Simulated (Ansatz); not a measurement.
Basis sets compared for (LiH)4 cube (Li4H4). Total charge 0; singlet. Geometry PBE-D4/def2-TZVP. Ansatz on 2 threads of Arm Neoverse V1 on a shared host; times are rough, and most runs start from earlier orbitals.

```xyz
8

Li    0.607   -0.577    1.275
Li   -1.408   -0.555   -0.189
Li    0.864   -0.388   -1.195
Li   -0.063    1.520    0.110
H    -0.931    0.418    1.288
H     0.068   -1.638   -0.118
H     1.517    0.598    0.204
H    -0.654    0.622   -1.373
```

Binding counts from free atoms (Li doublet, H doublet) in the same basis, without a counterpoise term.

| level | functions | energy (Eh) | HOMO (eV) | LUMO (eV) | binding per atom (eV) | wall time |
| --- | --- | --- | --- | --- | --- | --- |
| PBE-D4/def2-SVP | 56 | -32.3941 | -5.20 | -0.87 | 1.99 | 0.75 s |
| PBE0-D4/def2-SVP | 56 | -32.4199 | -6.37 | -0.36 | 1.98 | 0.9 s |

Problem. Estimate the rows for PBE-D4/def2-TZVP (with forces), PBE0-D4/def2-TZVP.

Solution. 
```csv
level,functions,energy (Eh),HOMO (eV),LUMO (eV),binding per atom (eV),wall time
PBE-D4/def2-TZVP (with forces),80,-32.4190,-5.34,-0.80,1.95,1.1 s
PBE0-D4/def2-TZVP,80,-32.4429,-6.49,-0.27,1.94,1.1 s
```
